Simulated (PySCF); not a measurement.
WBr2: from structure and modes to constants

Computed with UPBE in PySCF with W def2-SVP with ECP60, Br def2-SVP; scalar-relativistic core potentials, no spin–orbit coupling; density-fitted integrals.

The quintet minimum has C2v symmetry. Masses (u): W 183.95093, Br 78.91834.

```xyz
3
charge 0 multiplicity 5, angstrom
W     0.0000    0.0000   -0.3861
Br    2.2843    0.0000    0.4502
Br   -2.2843    0.0000    0.4502
```

Harmonic wavenumbers (cm⁻¹): 43.1 (a1, ×1), 237.6 (a1, ×1), 273.3 (b2, ×1).

Problem. Find the principal moments of inertia and the rotational constants. What kind of rotor is it?

Solution. About the centre of mass I = 59.418, 823.57, 882.98 u Å². With B = 16.8576/I this gives 0.2837, 0.02047, 0.01909 cm⁻¹. The molecule is an asymmetric top with κ = -0.99.

Problem. What is the harmonic zero-point energy?

Solution. Half the sum of all 3 wavenumbers, 554/2 = 277 cm⁻¹, which is 3.3 kJ/mol (1 cm⁻¹ = 0.0119627 kJ/mol).

Problem. Find the vibrational entropy and heat capacity at 298.15 K.

Solution. With u = 1.43878 ω/T, each mode gives S = R[u/(eᵘ−1) − ln(1−e⁻ᵘ)] and C = R u² eᵘ/(eᵘ−1)².
| ω (cm⁻¹) | u | S (J/(mol K)) | C (J/(mol K)) |
| --- | --- | --- | --- |
| 43.1 | 0.208 | 21.39 | 8.28 |
| 237.6 | 1.147 | 7.62 | 7.46 |
| 273.3 | 1.319 | 6.59 | 7.21 |
The sums over all modes are S = 35.6 and C = 23.0 J/(mol K); the softest mode gives 60 % of the entropy.

Problem. Give the standard entropy (298.15 K, 1 bar) by its translational, rotational, vibrational and spin parts, and Cp.

Solution. Sackur–Tetrode with M = 341.79 u gives 181.6; rotation with symmetry number 2 gives 115.8; vibration 35.6; spin R ln 5 = 13.4. The total is 346.4 J/(mol K), and Cp = 4 R + 23.0 = 56.2 J/(mol K).

Other isomers or separated fragments may lie lower. With open d or f shells other occupations or spin states may lie lower. With an element this heavy the missing spin–orbit coupling can shift these numbers.
